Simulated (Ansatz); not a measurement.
Geometry optimisation, DFT LDA, scalar-relativistic, plane waves, PAW (Ansatz 0.2.0).

input.yaml

```yaml
crystal:
  lattice:
    - [0.0, 5.43, 5.43]
    - [5.43, 0.0, 5.43]
    - [5.43, 5.43, 0.0]
  atoms:
    - { symbol: Si, position: [0.0, 0.0, 0.0] }
    - { symbol: Si, position: [0.125, 0.125, 0.125] }
    - { symbol: Si, position: [0.0, 0.0, 0.5] }
    - { symbol: Si, position: [0.125, 0.125, 0.625] }
    - { symbol: Si, position: [0.0, 0.5, 0.0] }
    - { symbol: Si, position: [0.125, 0.625, 0.125] }
    - { symbol: Si, position: [0.0, 0.5, 0.5] }
    - { symbol: Si, position: [0.125, 0.625, 0.625] }
    - { symbol: Si, position: [0.5, 0.0, 0.0] }
    - { symbol: Si, position: [0.625, 0.125, 0.125] }
    - { symbol: Si, position: [0.5, 0.0, 0.5] }
    - { symbol: Si, position: [0.625, 0.125, 0.625] }
    - { symbol: Si, position: [0.5, 0.5, 0.0] }
    - { symbol: Si, position: [0.625, 0.625, 0.125] }
    - { symbol: Si, position: [0.5, 0.5, 0.5] }
    - { symbol: Si, position: [0.625, 0.625, 0.625] }
    - { symbol: Ti, position: [0.8089712, 0.3107997, 0.812703] }
basis:
  ecutwfc: 420.0
kpoints:
  mp_grid: { grid: [2, 2, 2] }
hamiltonian:
  xc: lda
  pseudopotentials: { kind: paw, azcp: { folder: soft_1 } }
scf:
  occupations: { method: gaussian, width: 0.02 }
  lower_state_search: "off"
relax:
  f_tol: 0.03
  max_steps: 60
  adjacent_minimum: "off"
```

Run as:

```bash
$ ansatz run input.yaml --threads 1 --pin off --max-ram 3072MiB --backend cpu --events-out ev --progress --plain --runs-dir out
```

**Question.** Where does it end, and by what steps?

**Answer.** It converged. The force dipped under the threshold on the way, but the program's further checks kept it going. Limits of this set-up: coarse k mesh, PAW files made for another functional. After 18 steps the energy has fallen by 3.041 eV; Ti17 moved furthest, 1.07 Å.

```csv
step,energy less start (eV),largest force component (eV/Å),accepted
0,0.0000,2.987,yes
1,-1.0604,1.163,yes
2,-1.2846,0.090,yes
3,-1.3018,0.158,yes
4,-1.5056,0.907,yes
5,-1.8956,1.066,yes
6,-2.2776,0.844,yes
7,-2.6700,0.671,yes
8,-2.9029,0.448,yes
9,-3.0307,0.108,yes
10,-3.0342,0.142,yes
11,-3.0400,0.030,yes
12,-3.0404,0.017,yes
13,-3.0405,0.011,yes
14,-3.0408,0.029,yes
15,-3.0410,0.024,yes
16,-3.0407,0.043,no
17,-3.0415,0.014,yes
18,-3.0411,0.026,yes
```

```xyz
17
Lattice="0.0000 5.4300 5.4300 5.4300 0.0000 5.4300 5.4300 5.4300 0.0000" Properties=species:S:1:pos:R:3
Si 0.018 0.073 0.044
Si 1.406 1.390 1.404
Si 2.716 2.779 0.037
Si 4.044 4.171 1.438
Si 2.762 0.041 2.724
Si 4.095 1.377 4.080
Si 5.467 2.758 2.765
Si 6.852 4.131 4.068
Si 0.041 2.753 2.736
Si 1.433 4.145 4.093
Si 2.747 5.476 2.795
Si 4.079 6.787 4.092
Si 2.791 2.734 5.468
Si 4.108 4.117 6.831
Si 5.495 5.424 5.461
Si 6.881 6.763 6.857
Ti 5.466 8.185 5.490
```

Time of the run: 100 s on 1 thread of Arm Neoverse V1 (shared host), peak memory 0.51 GiB.
